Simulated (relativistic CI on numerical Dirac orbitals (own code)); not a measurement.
## One change at a time: Hg7+

Base calculation: Dirac-Coulomb-Breit CI, separate exchange-only KLI orbitals for each configuration, QED by a radiative potential, unscaled Slater integrals.

Configurations in the expansion (outside the closed core [Kr] 4d10 4f14): 5s²5p⁶5d⁵, 5s²5p⁶5d⁴6s, 5s²5p⁶5d⁴5f, 5s²5p⁶5d⁴6p, 5s²5p⁵5d⁶, 5s²5p⁶5d³6s6p, 5s²5p⁶5d⁴5g, 5s²5p⁶5d³5f6s, 5s²5p⁶5d⁴6d, 5s²5p⁶5d⁴7s, 5s5p⁶5d⁶, 5s²5p⁶5d⁴7p, 5s²5p⁶5d⁴6f, 5s²5p⁶5d⁴7d, 5s²5p⁶5d⁴8s, 5s²5p⁶5d⁴8p, 5s²5p⁵5d⁵5g, 5s²5p⁶5d⁴6g, 5s²5p⁶5d³6s², 5s²5p⁶5d²5f6s², 5s²5p⁶5d²6s²6p, 5s²5p⁶5d²5g6s², 5s²5p⁶5d²6s²6d, 5s²5p⁶5d³6p², 5s²5p⁶5d²6s6p², 5s²5p⁶5d²5f6p², 5s²5p⁶5d²6p³, 5s²5p⁶5d²5g6p², 5s²5p⁶5d²6p²6d, 5p⁶5d⁷, 5p⁵5d⁸. Double excitations out of closed p, d and f shells are left out; levels of such configurations are missing from the list, as are those of other unlisted configurations, and high levels can miss mixing partners. These lack a partner that the ground configuration has and come out too high: 5s²5p⁵5d⁵5g.

The lowest level and the first level of each name with at least 55 % of one term (blank where a level has no safe partner in the second run):

| Level | Base (cm⁻¹) | Shift (cm⁻¹) |
| --- | --- | --- |
| 5s²5p⁶5d⁵ ⁶S5/2 | 0.0 | 0.0 |
| 5s²5p⁶5d⁵ ⁴G7/2 | 32168.1 | +1630.2 |
| 5s²5p⁶5d⁵ ⁴G11/2 | 34418.6 | -620.2 |
| 5s²5p⁶5d⁵ ⁴G9/2 | 36417.7 | -2619.3 |
| 5s²5p⁶5d⁵ ⁴P1/2 | 38522.7 | +482.6 |
| 5s²5p⁶5d⁵ ⁴D7/2 | 44565.7 | -4020.3 |
| 5s²5p⁶5d⁵ ²I11/2 | 51499.4 | -2230.1 |
| 5s²5p⁶5d⁵ ⁴D1/2 | 51690.8 | -11145.4 |
| 5s²5p⁶5d⁵ ²I13/2 | 57187.2 | -7917.9 |
| 5s²5p⁶5d⁵ ²G7/2 | 67903.9 |  |
| 5s²5p⁶5d⁵ ²D3/2 | 72167.8 |  |
| 5s²5p⁶5d⁵ ²S1/2 | 77040.9 | -7562.9 |
| 5s²5p⁶5d⁵ ²H11/2 | 81354.2 | -21080.9 |
| 5s²5p⁶5d⁵ ²P3/2 | 108058.0 | -4027.0 |
| 5s²5p⁶5d⁵ ²P1/2 | 116247.1 | -12216.1 |
| 5s²5p⁶5d⁴6s ⁶D1/2 | 190140.0 | +88787.7 |
| 5s²5p⁶5d⁴6s ⁶D3/2 | 198208.1 | +80719.6 |
| 5s²5p⁶5d⁴6s ⁶D5/2 | 204849.8 | +74077.9 |
| 5s²5p⁶5d⁴6s ⁶D7/2 | 209857.1 | +69070.6 |
| 5s²5p⁶5d⁴6s ⁶D9/2 | 213260.8 | +65666.9 |
| 5s²5p⁶5d⁴6s ⁴D3/2 | 222532.6 | +72863.5 |
| 5s²5p⁶5d⁴6s ⁴H11/2 | 236782.7 | +68635.0 |

At this charge configurations can still be misplaced by up to about 7 % of their energy. Terms inside the open d or f shell come out 10 to 20 % too wide with unscaled integrals. Levels and lines within the n = 5 or 6 shells can be off by up to 10 % or somewhat more, and those that change n by about 2 %, since core polarisation is missing.

Question: One thing was changed in a second run, which moved the levels as shown. Which?
A. configuration mixing switched off
B. P86 correlation estimate
C. Breit term removed
D. non-relativistic limit
E. QED terms removed

Answer: D. Non-relativistic limit. Without relativity the fine structure collapses and s electrons lose their extra binding.

LS names give the leading component of a level, which can be under half, so a name can repeat, a term be missing and a line seem to break the LS rules.
